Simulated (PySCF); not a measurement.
diindium oxide (In2O), SMILES [In][O][In] (connectivity only; charge and spin as stated), neutral, multiplicity 1.

Geometry: B3LYP-D3(BJ)/def2-TZVP. The def2 effective core potentials stand for the cores of In; spin–orbit coupling is left out.

Two levels are set side by side: TDA-PBE/def2-SVPD (PySCF) and TDA-CAM-B3LYP/def2-SVPD (PySCF). Vertical, same geometry. The lowest singlet is HOMO→LUMO 95 % with PBE and HOMO→LUMO 96 % with the other functional; states are paired by order. Differences are taken from unrounded values.

```csv
quantity,TDA-CAM-B3LYP
lowest singlet excitation (eV),4.27
lowest triplet excitation (TDA) (eV),3.24
first bright state (f over 0.05) (eV),4.27
its oscillator strength,0.24
```

Problem. What does TDA-PBE give, and how far is it from TDA-CAM-B3LYP? (An estimate is asked for; the answer gives what the named calculation found.)

Solution. 
```csv
quantity,TDA-PBE,TDA-PBE minus TDA-CAM-B3LYP
lowest singlet excitation (eV),3.58,-0.70
lowest triplet excitation (TDA) (eV),2.97,-0.27
first bright state (f over 0.05) (eV),3.58,-0.70
its oscillator strength,0.10,-0.14
```

A lower first singlet is the usual sign of a functional without exact exchange. Differences between two approximate levels are no errors against the true value.

Rough cost on one machine, each run with all the roots and properties that it gave: TDA-CAM-B3LYP against TDA-PBE about 2 times.
